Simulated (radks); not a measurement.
Spherical quantum dot in the effective-mass picture: electrons in a parabolic well V = omega^2 r^2 / 2 with omega = 1.71, all in effective atomic units (hartree* = m*/eps^2 hartree, bohr* = eps/m* bohr), one dielectric constant everywhere. Calculated with a radial shooting solver with Libxc functionals: non-relativistic Kohn-Sham, r2SCAN, spin-polarised, spherical densities, generalised Kohn-Sham scheme. Levels are named by radial order and angular momentum (1s, 1p, 1d, 2s, ...), and open shells are averaged over m.

N = 14, configuration 1s2 1p6 1d(up 5, down 1). This is the lowest configuration that the search found. Occupied and some empty levels:

level    occupation  eigenvalue (hartree*)  <r> (bohr*)
1s up             1                 11.420        1.137
1s down           1                 11.483        1.107
1p up             3                 12.449        1.429
1p down           3                 12.578        1.415
1d up             5                 13.609        1.643
1d down           1                 13.771        1.641
2s up             0                 13.830        1.448
2s down           0                 13.929        1.465
1f up             0                 14.875        1.818
1f down           0                 15.049        1.824
2p up             0                 15.180        1.650
2p down           0                 15.290        1.658

Energy (hartree*): total 123.148, kinetic 22.974, external 48.844, Hartree 59.696, exchange-correlation -8.3660.

Electron density:

r (bohr*)  n(r) (e/bohr*^3)
0.139                0.3433
0.295                0.3752
0.450                0.4253
0.605                0.4839
0.760                0.5385
0.916                0.5754
1.07                 0.5823
1.23                 0.5525
1.38                 0.4865
1.54                 0.3955
1.69                 0.2947
1.85                 0.2006
2.00                 0.1239
2.16                0.06962
2.31                0.03548
2.47                0.01638
2.62               0.006820
2.78               0.002587
2.93              0.0008923
3.09              0.0002780
